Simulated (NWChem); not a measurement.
**Correlation energy of Cl2Hg**

```
Hg
Cl 1 2.2823
Cl 1 2.2823 2 180.00
```
Charge 0, spin multiplicity 1.

All runs are NWChem calculations. All single points use one geometry, from PBE0/def2-SVP with def2 effective core potentials on Hg, a minimum by its harmonic frequencies.

Basis set: def2-SVP. Each correlation energy counts from its own Hartree-Fock reference.

Effective core potentials replace the inner electrons of Hg; spin-orbit coupling is left out. The correlated methods keep 14 core orbitals frozen. The structure started from a generated list of species. No row is a measurement; the coupled-cluster row has its own basis-set and correlation limits.

```
method        correlation energy (mHa)
------------  ------------------------
MP2                             -549.9
SCS-MP2                              ?
CCSD                            -558.2
CCSD+T(CCSD)                         ?
CCSD(T)                              ?
CR-CCSD[T]                      -567.7
CR-CCSD(T)                      -566.9
```

Complete the blanks.


- SCS-MP2, correlation energy (mHa): -507.3
- CCSD+T(CCSD), correlation energy (mHa): -570.7
- CCSD(T), correlation energy (mHa): -569.6
